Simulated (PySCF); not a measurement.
**Basis-set dependence of population analyses: `O=CCB(Cl)Cl`**

Compound: C2H3BCl2O.
Atom-mapped SMILES: `[O:1]=[CH:2][CH2:3][B:4]([Cl:5])[Cl:6]` (hydrogens: H7 on C2; H8, H9 on C3)

PBE0 throughout (PySCF), one geometry, spherical d and f functions. Isolated species at its PBE0-D3(BJ)/def2-SVP geometry (one conformer only). Atoms taken as equivalent share a column and are averaged.

Mulliken charges (e):

```csv
basis,functions,O1,C2,C3,B4,Cl5/Cl6,H7,H8/H9
STO-3G,41,-0.168,+0.106,-0.265,+0.334,-0.150,+0.072,+0.111
6-31G,68,-0.358,+0.218,-0.562,+0.056,+0.013,+0.158,+0.232
pcSseg-0,68,-0.433,+0.261,-0.919,+0.586,-0.159,+0.222,+0.300
6-31G*,98,-0.359,+0.236,-0.560,+0.193,-0.058,+0.147,+0.229
cc-pVDZ,107,-0.190,+0.118,-0.100,+0.119,-0.066,+0.019,+0.083
def2-SVP,107,-0.210,+0.114,-0.115,+0.094,-0.050,+0.030,+0.094
aug-cc-pVDZ,173,-0.488,+0.616,+0.390,+0.458,-0.225,-0.168,-0.180
"6-311+G(2d,p)",196,-0.331,+0.176,-0.553,+0.541,-0.173,+0.129,+0.192
def2-TZVP,216,-0.255,+0.097,-0.200,+0.159,-0.090,+0.086,+0.146
cc-pVTZ,230,-0.237,+0.136,-0.198,+0.123,-0.065,+0.060,+0.123
IGLO-III,258,-0.385,+0.251,-0.370,+0.280,-0.080,+0.069,+0.157
```

IAO charges (e):

```json
{"basis": "STO-3G", "functions": "41", "O1": "-0.163", "C2": "+0.098", "C3": "-0.434", "B4": "+0.085", "Cl5/Cl6": "-0.012", "H7": "+0.099", "H8/H9": "+0.169"}
{"basis": "6-31G", "functions": "68", "O1": "-0.342", "C2": "+0.232", "C3": "-0.478", "B4": "+0.145", "Cl5/Cl6": "-0.031", "H7": "+0.116", "H8/H9": "+0.195"}
{"basis": "pcSseg-0", "functions": "68", "O1": "-0.330", "C2": "+0.231", "C3": "-0.485", "B4": "+0.150", "Cl5/Cl6": "-0.033", "H7": "+0.111", "H8/H9": "+0.194"}
{"basis": "6-31G*", "functions": "98", "O1": "-0.365", "C2": "+0.276", "C3": "-0.475", "B4": "+0.180", "Cl5/Cl6": "-0.044", "H7": "+0.100", "H8/H9": "+0.186"}
{"basis": "cc-pVDZ", "functions": "107", "O1": "-0.361", "C2": "+0.275", "C3": "-0.477", "B4": "+0.187", "Cl5/Cl6": "-0.046", "H7": "+0.098", "H8/H9": "+0.185"}
{"basis": "def2-SVP", "functions": "107", "O1": "-0.363", "C2": "+0.276", "C3": "-0.472", "B4": "+0.180", "Cl5/Cl6": "-0.040", "H7": "+0.095", "H8/H9": "+0.182"}
{"basis": "aug-cc-pVDZ", "functions": "173", "O1": "-0.385", "C2": "+0.284", "C3": "-0.481", "B4": "+0.192", "Cl5/Cl6": "-0.047", "H7": "+0.104", "H8/H9": "+0.190"}
{"basis": "6-311+G(2d,p)", "functions": "196", "O1": "-0.387", "C2": "+0.285", "C3": "-0.483", "B4": "+0.186", "Cl5/Cl6": "-0.044", "H7": "+0.105", "H8/H9": "+0.190"}
{"basis": "def2-TZVP", "functions": "216", "O1": "-0.385", "C2": "+0.287", "C3": "-0.484", "B4": "+0.190", "Cl5/Cl6": "-0.045", "H7": "+0.103", "H8/H9": "+0.190"}
{"basis": "cc-pVTZ", "functions": "230", "O1": "-0.381", "C2": "+0.285", "C3": "-0.486", "B4": "+0.193", "Cl5/Cl6": "-0.047", "H7": "+0.103", "H8/H9": "+0.190"}
{"basis": "IGLO-III", "functions": "258", "O1": "-0.388", "C2": "+0.285", "C3": "-0.485", "B4": "+0.183", "Cl5/Cl6": "-0.041", "H7": "+0.105", "H8/H9": "+0.191"}
```

Hirshfeld charges (e):

```tsv
basis	functions	O1	C2	C3	B4	Cl5/Cl6	H7	H8/H9
STO-3G	41	-0.124	+0.107	-0.083	+0.293	-0.142	+0.015	+0.038
6-31G	68	-0.218	+0.136	-0.133	+0.173	-0.059	+0.037	+0.062
pcSseg-0	68	-0.203	+0.134	-0.149	+0.162	-0.044	+0.032	+0.056
6-31G*	98	-0.222	+0.137	-0.128	+0.187	-0.068	+0.037	+0.062
cc-pVDZ	107	-0.206	+0.131	-0.150	+0.172	-0.050	+0.032	+0.060
def2-SVP	107	-0.215	+0.135	-0.158	+0.166	-0.040	+0.032	+0.060
aug-cc-pVDZ	173	-0.223	+0.127	-0.165	+0.178	-0.043	+0.041	+0.064
6-311+G(2d,p)	196	-0.226	+0.127	-0.159	+0.171	-0.042	+0.042	+0.064
def2-TZVP	216	-0.223	+0.129	-0.159	+0.176	-0.045	+0.039	+0.064
cc-pVTZ	230	-0.219	+0.130	-0.158	+0.177	-0.047	+0.038	+0.064
IGLO-III	258	-0.224	+0.125	-0.168	+0.170	-0.034	+0.039	+0.063
```

Some averages cover members that differ in this geometry, most widely: H8/H9, Mulliken in aug-cc-pVDZ -0.339 to -0.021; H8/H9, Mulliken in cc-pVDZ +0.069 to +0.097 e.

Which scheme is steadiest as the basis changes?

Largest range over the bases for any column: Hirshfeld 0.13 e, IAO 0.23 e, Mulliken 1.31 e. Hirshfeld charges move least and Mulliken charges most, counted in e. Without the minimal STO-3G basis the ranges are Hirshfeld 0.04, IAO 0.06, Mulliken 1.31 e.

How much do the charges still move between the two largest bases, cc-pVTZ and IGLO-III?

At most, over all atoms: Mulliken 0.172 e, IAO 0.009 e, Hirshfeld 0.014 e.

What do the same runs give for the total energy, the frontier levels and the dipole moment?

| basis | energy (Eh) | HOMO (eV) | LUMO (eV) | μ (D) |
| --- | --- | --- | --- | --- |
| STO-3G | -1085.7902 | -5.00 | 0.51 | 1.55 |
| 6-31G | -1097.9257 | -7.68 | -1.80 | 2.26 |
| pcSseg-0 | -1096.5880 | -7.83 | -1.94 | 2.26 |
| 6-31G* | -1098.0174 | -7.53 | -1.64 | 2.10 |
| cc-pVDZ | -1098.0839 | -7.50 | -1.56 | 2.05 |
| def2-SVP | -1097.6450 | -7.56 | -1.51 | 2.17 |
| aug-cc-pVDZ | -1098.1002 | -7.76 | -1.80 | 2.30 |
| 6-311+G(2d,p) | -1098.1400 | -7.79 | -1.83 | 2.34 |
| def2-TZVP | -1098.1560 | -7.74 | -1.75 | 2.28 |
| cc-pVTZ | -1098.1635 | -7.70 | -1.71 | 2.21 |
| IGLO-III | -1098.1522 | -7.75 | -1.76 | 2.34 |

The dipole is fixed by the density alone, so its range of 0.79 D shows that the density itself changes with the basis, not only its division among atoms.
